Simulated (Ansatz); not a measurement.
C3H7CdCl (`C[CH](C)[Cd][Cl]`). Total charge 0; spin multiplicity 1. Cd: def2 effective core potential.

```xyz
12

C     0.886    0.121    1.110
C    -0.042   -0.428    0.036
C    -1.400    0.258    0.062
Cd    0.848   -0.335   -1.895
Cl    1.810   -0.238   -3.984
H     1.844   -0.403    1.146
H     1.095    1.185    0.966
H     0.421    0.020    2.100
H    -0.184   -1.500    0.207
H    -2.099   -0.167   -0.662
H    -1.322    1.329   -0.142
H    -1.857    0.156    1.056
```

Q: List the harmonic frequencies (cm⁻¹, unscaled) at PBE0-D4/def2-TZVP in Ansatz. (An estimate is asked.)

A: Computed: 65, 70, 220, 220, 253, 265, 351, 378, 493, 900, 923, 981, 998, 1125, 1175, 1214, 1340, 1397, 1414, 1475, 1487, 1492, 1498, 3012, 3012, 3053, 3083, 3084, 3115, 3117.

Q: Is this a minimum?

A: Yes, all 30 modes are real.

Q: Give the ideal-gas thermochemistry at 298.15 K and 1 bar (rigid rotor, harmonic oscillator; point group Cs, symmetry number 1).

A: Zero-point energy 246.5 kJ/mol; H(298) − E = 269.0 kJ/mol; entropy 372.7 J/(mol·K), of which translation 174.4, rotation 117.6, vibration 80.7; G(298) − E = 157.9 kJ/mol. Modes under 100 cm⁻¹ are hindered rotations or soft bends, so the harmonic entropy is rough.

Q: And at 400, 500, 600, 800 and 1000 K?

A: 
```json
{"T (K)": "400", "H − E (kJ/mol)": "281.4", "S (J/mol/K)": "408.1", "G − E (kJ/mol)": "118.1"}
{"T (K)": "500", "H − E (kJ/mol)": "295.4", "S (J/mol/K)": "439.4", "G − E (kJ/mol)": "75.7"}
{"T (K)": "600", "H − E (kJ/mol)": "311.3", "S (J/mol/K)": "468.2", "G − E (kJ/mol)": "30.3"}
{"T (K)": "800", "H − E (kJ/mol)": "347.1", "S (J/mol/K)": "519.6", "G − E (kJ/mol)": "-68.6"}
{"T (K)": "1000", "H − E (kJ/mol)": "387.4", "S (J/mol/K)": "564.5", "G − E (kJ/mol)": "-177.1"}
```

Q: Rotational constants (cm⁻¹)?

A: 0.2608, 0.03474, 0.03185.
